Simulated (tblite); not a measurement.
Q: What does the GFN2-xTB structure of `CCC1=C(CC)[P-]C(C)=C1` look like in three dimensions? (Charge -1.)

A: 
```
atom  x, y, z in Å
C1    -0.7532    2.4879    0.0193
C2    -0.5172    1.4103    1.0809
C3     0.2300    0.2314    0.5222
C4     1.5981    0.2981    0.2116
C5     2.1122   -0.8755   -0.2966
C6     3.5443   -1.0592   -0.7082
P7     0.8872   -2.1282   -0.4059
C8    -0.3091   -1.0156    0.2487
C9    -1.7398   -1.4247    0.4528
C10   -2.6493   -0.9473   -0.6820
H11    0.1991    2.8360   -0.3761
H12   -1.2936    3.3431    0.4326
H13   -1.3288    2.0796   -0.8095
H14   -1.4812    1.0935    1.4889
H15    0.0597    1.8532    1.9031
H16    2.1999    1.1883    0.3674
H17    3.7991   -0.4140   -1.5561
H18    4.2249   -0.8097    0.1125
H19    3.7252   -2.0929   -1.0014
H20   -2.1206   -1.0339    1.4061
H21   -1.7899   -2.5169    0.5012
H22   -2.6603    0.1396   -0.7287
H23   -3.6750   -1.2987   -0.5442
H24   -2.2733   -1.3244   -1.6311
```

Orientation and origin are arbitrary. Atoms count from 1 in this order. C8 (substituted aromatic carbon) is planar (angles 126.1°, 121.7° and 112.2°, sum 360.0°, 0.00 Å off the plane of its three neighbours). C4 (aromatic CH carbon) is planar (angles 123.2°, 123.0° and 113.9°, sum 360.0°, 0.00 Å off the plane of its three neighbours). Of the pairs four or more bonds apart, H14···H20 is among the closest relative to their van der Waals radii: 2.22 Å, 93 % of the sum of Bondi's values. The 5-membered ring C3–C4–C5–P7–C8 has internal angles of 90.0° to 113.9° (sum 540°, against 540° for a flat polygon); it is planar, 0.00 Å rms from its mean plane, widest ring torsion 0°.

Bonds between heavy atoms (Å): C1–C2 1.531, C2–C3 1.503, C3–C4 1.404, C4–C5 1.378, C5–C6 1.501, C5–P7 1.755, P7–C8 1.760, C8–C9 1.502, C9–C10 1.531, C3–C8 1.386.

Computed geometry: GFN2-xTB, gas phase.

Point group: C1 (no symmetry element, even within 0.4 Å). Its GFN2-xTB frequencies are all real (lowest 64 cm⁻¹). Torsions: C1–C2–C3–C4 73°, P7–C8–C9–C10 -99°. 3 starts were optimised and ended at 0.00, 0.01 and 0.22 kcal/mol (GFN2-xTB); the lowest of these is shown.

One conformer stands for the species.
